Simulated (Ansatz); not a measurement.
Spectroscopic constants of Te$_{2}$, multiplicity 3 (the spin of the measured ground state). No spin–orbit coupling.

```
level               bond energy D_e (kcal/mol)
------------------  --------------------------
SVWN5/def2-TZVPP                         95.29
PBE/def2-TZVPP                           78.39
r2SCAN/def2-TZVPP                        72.32
B97M-V/def2-TZVPP                        71.70
B3LYP/def2-TZVPP                         68.80
PBE0/def2-TZVPP                          70.28
BHLYP/def2-TZVPP                         59.03
wB97X-V/def2-TZVPP                       66.16
wB97M-V/def2-TZVPP                       61.32
B2PLYP/def2-TZVPP                        68.32
CCSD/def2-TZVPP                          55.85
CCSD/def2-QZVPP                          60.70
CCSD(T)/def2-TZVPP                       62.59
CCSD(T)/def2-QZVPP                       68.41
```

The rows run from 55.85 (CCSD/def2-TZVPP) to 95.29 kcal/mol (SVWN5/def2-TZVPP). From def2-TZVPP to def2-QZVPP CCSD(T) changes by 5.82. The 10 functionals in def2-TZVPP without D3 or D4 span 36.26, from BHLYP to SVWN5.

D_e counts from the fitted minimum to each atom's lowest state at the same level, without counterpoise.

Correlated levels freeze the inner cores; with def2 sets outer-core shells near the valence are correlated too.

Codes used: Ansatz (a program for electronic structure) with Gaussian orbitals.  In def2 rows elements past Kr take small-core potentials, without spin–orbit coupling.
